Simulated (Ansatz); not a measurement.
Computed with Ansatz.

Basis-set series for C2H5AlGaN. Total charge 0; spin multiplicity 1. The bonds changed during the relaxation, so this is another structure than the one it started from. Geometry: relaxed with PBE0-D4/def2-TZVP. It is one conformer, not always the lowest.

| atom | x (Å) | y (Å) | z (Å) |
| --- | --- | --- | --- |
| C1 | -0.9868 | -1.5819 | 0.9268 |
| Al2 | -0.9747 | 0.2414 | 0.2427 |
| Ga3 | 1.2994 | 1.3158 | 0.0334 |
| C4 | 2.5011 | 1.8205 | -1.4661 |
| N5 | 3.2868 | 2.1549 | -2.2439 |
| H6 | -1.0720 | -1.5922 | 2.0165 |
| H7 | -1.8497 | -2.1243 | 0.5276 |
| H8 | -0.0889 | -2.1387 | 0.6509 |
| H9 | -2.0055 | 1.4139 | 0.4968 |
| H10 | -0.1096 | 0.4905 | -1.1847 |

```json
{"functional": "PBE0-D4", "basis": "def2-TZVPP", "functions": "253", "energy (Eh)": "-2300.76305", "HOMO (eV)": "-7.45", "LUMO (eV)": "-2.77"}
{"functional": "PBE0-D4", "basis": "def2-QZVPP", "functions": "480", "energy (Eh)": "-2300.82089", "HOMO (eV)": "-7.47", "LUMO (eV)": "-2.79"}
{"functional": "ωB97M-V", "basis": "def2-TZVPP", "functions": "253", "energy (Eh)": "-2301.11500", "HOMO (eV)": "-9.49", "LUMO (eV)": "-0.99"}
{"functional": "ωB97M-V", "basis": "def2-QZVPP", "functions": "480", "energy (Eh)": "-2301.17095", "HOMO (eV)": "-9.52", "LUMO (eV)": "-1.05"}
```

Question: Give the rows for def2-SVP. (An estimate is asked.)

Answer: The calculation gave: 
```
functional     basis  functions  energy (Eh)  HOMO (eV)  LUMO (eV)
   PBE0-D4  def2-SVP        117  -2300.27801      -7.39      -2.71
   ωB97M-V  def2-SVP        117  -2300.62418      -9.40      -0.91
```

Scalar relativity is left out up to krypton.
